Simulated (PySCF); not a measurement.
Delta-SCF ions had no search for a lower state. Excitations are Tamm–Dancoff values on a coarser integration grid. The basis has no diffuse functions, so Rydberg states are missing or too high.

## H$_{2}$GeS, SMILES `[GeH2]=[S]` (charge 0, multiplicity 1)

All values below come from PBE-D3(BJ)/def2-TZVP // r2SCAN-D4/def2-TZVP in PySCF.

```yaml
HOMO: -5.80 eV
dipole_moment: 2.71 D
HOMO–LUMO gap: 2.34 eV
LUMO: -3.46 eV
S1 excitation (TDA): 2.49 eV
S1 oscillator strength: 0.000
brightest of the four lowest singlets (TDA): 4.90 eV
T1 excitation (TDA): 2.15 eV
S1–T1 gap (TDA): 0.35 eV
vertical ionisation energy (Delta-SCF): 9.14 eV
adiabatic ionisation energy (no zero-point term): 9.02 eV
hole reorganisation energy (four-point): 0.227 eV
total_energy: -67373.13 eV
cost: roughly 40 core-seconds
```

```xyz
4

S      1.9309     0.0402     0.5793
Ge    -0.0704    -0.0015     0.2857
H     -0.8525     1.0482    -0.5218
H     -1.0080    -1.0869     0.8409
```
Charge 0, spin multiplicity 1.
